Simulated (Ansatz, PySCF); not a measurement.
This PySCF input computes a CAM-B3LYP/def2-TZVPD energy:

```python
from pyscf import gto, scf, dft

mol = gto.M(
    atom='''
    C    -0.84972708   -0.84703727    0.07635384
    C    -1.00145512    0.61530386   -0.25263998
    C     0.22649702    0.12658270    0.45818837
    N     1.44803905    0.08197280   -0.30345838
    H    -0.62496805   -1.51695526   -0.74192684
    H    -1.46523650   -1.26651742    0.86044423
    H    -1.72098136    1.19832851    0.30590941
    H    -0.87624038    0.90478477   -1.28676381
    H     0.29173597    0.37157266    1.51705422
    H     1.92128146    0.97790048   -0.28980903
    H     2.08624664   -0.61201908    0.06788706
    ''',
    basis='def2-tzvpd',
    charge=0,
    spin=0,
    verbose=4,
)

mf = dft.RKS(mol, xc='camb3lyp').density_fit(auxbasis='def2-universal-jkfit')
mf.grids.level = 3
mf.conv_tol = 1e-9
mf.max_cycle = 100
mf.max_memory = 1500
mf.kernel()
if not mf.converged:
    mf = mf.newton()
    mf.kernel(mf.make_rdm1())
mf.analyze()
```

Write an input for the same energy in Ansatz (an electronic-structure program) and say what it gives.


Ansatz 0.2 input:
```yaml
crystal:
  periodic: [false, false, false]
  atoms:
    - {symbol: C, position_ang: [-0.84972708, -0.84703727, 0.07635384]}
    - {symbol: C, position_ang: [-1.00145512, 0.61530386, -0.25263998]}
    - {symbol: C, position_ang: [0.22649702, 0.12658270, 0.45818837]}
    - {symbol: N, position_ang: [1.44803905, 0.08197280, -0.30345838]}
    - {symbol: H, position_ang: [-0.62496805, -1.51695526, -0.74192684]}
    - {symbol: H, position_ang: [-1.46523650, -1.26651742, 0.86044423]}
    - {symbol: H, position_ang: [-1.72098136, 1.19832851, 0.30590941]}
    - {symbol: H, position_ang: [-0.87624038, 0.90478477, -1.28676381]}
    - {symbol: H, position_ang: [0.29173597, 0.37157266, 1.51705422]}
    - {symbol: H, position_ang: [1.92128146, 0.97790048, -0.28980903]}
    - {symbol: H, position_ang: [2.08624664, -0.61201908, 0.06788706]}
basis:
  gaussian:
    orbitals: def2-TZVPD
hamiltonian:
  xc: {name: CAM-B3LYP}
output: {forces: true}
```
It gives -173.21795 Eh, and PySCF -173.21805 Eh, a difference of 0.10 mEh, from the treatment of integrals and grids.
